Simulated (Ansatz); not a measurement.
AlSi8PH16⁻, a doped cluster cut from the lattice of silicon (Al and P 4.5 A apart). Charge -1, multiplicity 2. Geometry PBE-D4/def2-SVP; atoms count from 1.

```
atom    x (Å)    y (Å)    z (Å)
 Si1   1.2404   1.8463   1.6698
 Si2  -0.8170  -1.4462   2.2879
 Si3  -2.3434   1.5705   0.1572
  P4   0.8813   1.7243  -2.0982
 Si5  -1.4330  -1.8634  -1.5321
 Si6   2.0535  -1.4442  -0.3206
 Al7  -1.0469   1.0295   2.2028
 Si8   2.0943   0.9101  -0.3200
 Si9  -0.0205  -2.3870   0.2734
Si10  -1.4397   0.4770  -1.7190
 H11   2.3376   1.5028   2.6679
 H12   1.4152   3.3423   1.4483
 H13   0.1440  -1.9784   3.3416
 H14  -2.0980  -2.2259   2.5480
 H15  -2.3214   3.0375  -0.2462
 H16  -3.8245   1.2179   0.1661
 H17   1.8862   2.7577  -2.5004
 H18   1.3361   0.8034  -3.1034
 H19  -2.7954  -2.5093  -1.3363
 H20  -0.8733  -2.4780  -2.8010
 H21   3.1271  -1.8942   0.6520
 H22   2.4996  -1.9415  -1.6823
 H23  -1.6441   1.6548   3.5786
 H24   3.5256   1.3175  -0.6221
 H25   0.1845  -3.8914   0.3343
 H26  -2.0681   0.8679  -3.0462
```

Single mean-field runs in def2-TZVP are fitted with def2-universal-jkfit.

Question: Estimate the Mulliken populations from the PBE0/def2-TZVP orbitals of Ansatz.

Answer: 
```
atom  charge (e)  spin (α − β)
 Si1       -0.12          0.01
 Si2       -0.12          0.00
 Si3       -0.11          0.00
  P4       -0.21          0.14
 Si5       -0.02          0.06
 Si6        0.00          0.00
 Al7        0.18          0.00
 Si8        0.09         -0.01
 Si9        0.02          0.00
Si10       -0.01          0.57
 H11       -0.05          0.00
 H12       -0.05          0.00
 H13       -0.05          0.00
 H14       -0.05          0.00
 H15       -0.05          0.00
 H16       -0.06          0.01
 H17        0.01          0.20
 H18        0.09         -0.02
 H19       -0.04          0.04
 H20       -0.04          0.00
 H21       -0.04          0.00
 H22       -0.04          0.00
 H23       -0.15          0.00
 H24       -0.05          0.00
 H25       -0.06          0.00
 H26       -0.05         -0.01
```
Mulliken values depend strongly on the basis.

Question: Where does the spin sit?

Answer: Summed by element: Si 0.64, P 0.14, Al 0.00, H 0.22, of 1 unpaired in all. Largest on single atoms: Si10 0.57, H17 0.20, P4 0.14.

Question: And the Mayer bond orders between heavy atoms (over 0.3)?

Answer: Si1–Al7 0.81 (2.49 Å); Si1–Si8 0.96 (2.36 Å); Si2–Al7 0.82 (2.49 Å); Si2–Si9 0.97 (2.36 Å); Si3–Al7 0.83 (2.48 Å); Si3–Si10 0.97 (2.35 Å); P4–Si8 0.97 (2.30 Å); P4–Si10 0.54 (2.66 Å); Si5–Si9 0.95 (2.35 Å); Si5–Si10 0.97 (2.35 Å); Si6–Si8 0.95 (2.35 Å); Si6–Si9 0.95 (2.35 Å).
